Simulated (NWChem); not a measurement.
System: pivalic acid (C₅H₁₀O₂); SMILES CC(C)(C)C(=O)O

NWChem input:

```
start job
memory heap 200 mb stack 900 mb global 1100 mb
geometry units angstroms noautoz
  C      0.768479    -0.983542    -1.259712
  C     -0.004026    -0.567566     0.000143
  C     -1.394616    -1.195434     0.006091
  C      0.780034    -0.984639     1.252338
  C     -0.151745     0.948785     0.000453
  O      1.034237     1.578627     0.000171
  O     -1.191639     1.554160     0.000255
  H      1.768493    -0.527750    -1.283913
  H      0.885984    -2.078127    -1.279669
  H      0.231830    -0.685071    -2.173701
  H     -1.312288    -2.293034     0.004284
  H     -1.973211    -0.887626    -0.876629
  H     -1.965225    -0.889427     0.894617
  H      1.780221    -0.528912     1.267821
  H      0.251912    -0.686999     2.171557
  H      0.897611    -2.079250     1.270262
  H      0.835801     2.527522    -0.000275
end
basis spherical
  C library 6-31g*
  O library 6-31g*
  H library 6-31g*
end
dft
  xc n12
  iterations 150
  mulliken
end
task dft energy
```

All runs use the structure optimised with PBE0/def2-SVP. No frequency run checked for a minimum.

Task: Give the results of this calculation. (N12/6-31G* (spherical d).) Quantities: energy (Ha); highest occupied level (eV); orbital gap (eV); dipole (D).

Result: 
```
Property                      Result
---------------------------  -------
energy (Ha)                  -346.91
highest occupied level (eV)    -5.83
orbital gap (eV)                5.55
dipole (D)                      1.56
```
